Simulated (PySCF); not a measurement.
Be(SMe)(OSiH3) (CH₆BeOSSi), SMILES [S](C)[Be][O][SiH3]. Atoms are numbered in the order given.

```xyz
11

Be    -0.0590     0.3864    -0.1304
S     -1.5276     1.5711     0.1392
C     -2.6310     0.5121     1.1799
H     -2.9492    -0.4013     0.6427
H     -3.5297     1.1187     1.4000
H     -2.1517     0.2376     2.1386
O      1.0466    -0.4852    -0.3426
Si     2.3260    -1.5219    -0.5881
H      1.8437    -2.7861    -1.2460
H      2.9650    -1.8703     0.7286
H      3.3498    -0.8666    -1.4736
```

The structure is a stationary point at PBE-D3(BJ)/def2-SVP. The structure was generated by enumeration; whether it is a known compound was not checked. Other conformers were not sampled.

Two levels are set side by side: PBE/pcSseg-1 (PySCF) and KT2/pcSseg-1 (PySCF). GIAO shifts against H2O (¹⁷O), H2S (³³S), TMS (²⁹Si), TMS (¹H), TMS (¹³C) at the same level; non-relativistic, no solvent, atoms listed together averaged. Differences are taken from unrounded values.

```
quantity                       KT2    PBE  PBE minus KT2
---------------------------  -----  -----  -------------
δ(³³S) of S2 (ppm)            -0.3    2.2            2.5
δ(¹³C) of C3 (ppm)            14.1   14.5            0.4
δ(¹⁷O) of O7 (ppm)            49.5   58.0            8.5
δ(²⁹Si) of Si8 (ppm)         -34.0  -37.8           -3.8
δ(¹H) of H9, H10, H11 (ppm)   5.72   5.76           0.04
```

Rough cost on one machine, each run with all the roots and properties that it gave: KT2 against PBE within a factor of 2.
